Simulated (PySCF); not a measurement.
B3LYP has the VWN-RPA correlation part, as in Gaussian. Delta-SCF ions had no search for a lower state. Excitations are Tamm–Dancoff values on a coarser integration grid. The basis has no diffuse functions, so Rydberg states are missing or too high.

Z-matrix (Å, degrees):
```
N
B 1 1.4442
B 1 1.4442 2 120.00
B 1 1.4442 2 120.00 3 -180.00
H 4 1.1893 1 119.25 2 -0.05
H 3 1.1893 1 119.25 2 0.07
H 2 1.1893 1 119.25 3 -0.02
H 2 1.1893 7 121.50 1 -179.99
H 3 1.1893 6 121.49 1 -180.00
H 4 1.1893 5 121.49 1 179.99
```
Charge 0, multiplicity 1.

Problem. Give the vertical ionisation energy (Delta-SCF), total energy, S1–T1 gap (TDA), HOMO, HOMO–LUMO gap, T1 excitation (TDA), LUMO and S1 excitation (TDA) at the level B3LYP-D3(BJ)/def2-TZVP (PySCF 2.14.0).

Solution. 
```yaml
vertical ionisation energy (Delta-SCF): 11.19 eV
total_energy: -3619.97 eV
S1–T1 gap (TDA): 0.54 eV
HOMO: -8.88 eV
HOMO–LUMO gap: 7.09 eV
T1 excitation (TDA): 5.27 eV
LUMO: -1.79 eV
S1 excitation (TDA): 5.80 eV
```
